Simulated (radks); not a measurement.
Values are calculated unless marked as measured or tabulated.
Problem. The mean radii <r> (bohr) of the occupied orbitals of an atom or ion are listed with their occupations. Level of theory: scalar-relativistic Kohn-Sham, PBE, spin-polarised, spherical densities, finite nucleus; Fermi nuclear charge, rms radius of each element as measured or else 0.836 A^(1/3) + 0.57 fm (a radial shooting solver on a logarithmic mesh with Libxc functionals).

| orbital | occ. | <r> |
|---|---|---|
| 1s up | 1 | 0.02842 |
| 1s down | 1 | 0.02842 |
| 2s up | 1 | 0.1226 |
| 2s down | 1 | 0.1226 |
| 2p up | 3 | 0.1071 |
| 2p down | 3 | 0.1071 |
| 3s up | 1 | 0.3284 |
| 3s down | 1 | 0.3284 |
| 3p up | 3 | 0.3260 |
| 3p down | 3 | 0.3259 |
| 3d up | 5 | 0.3013 |
| 3d down | 5 | 0.3012 |
| 4s up | 1 | 0.7240 |
| 4s down | 1 | 0.7241 |
| 4p up | 3 | 0.7528 |
| 4p down | 2 | 0.7532 |

Name the element and its charge. Open shells, if any, are filled with parallel spins first.

Solution. Z = 51, antimony, charge +16: Sb16+ in [Ar] 3d10 4s2 4p5. The 1s radius gives Z: for a bare nucleus <r> = (2 gamma + 1)/(2Z) with gamma = sqrt(1 - (Z/c)^2), 0.028 bohr for Z = 51, and screening makes it slightly larger (0.02842 here). The occupations add up to 35, and the charge is Z minus that.
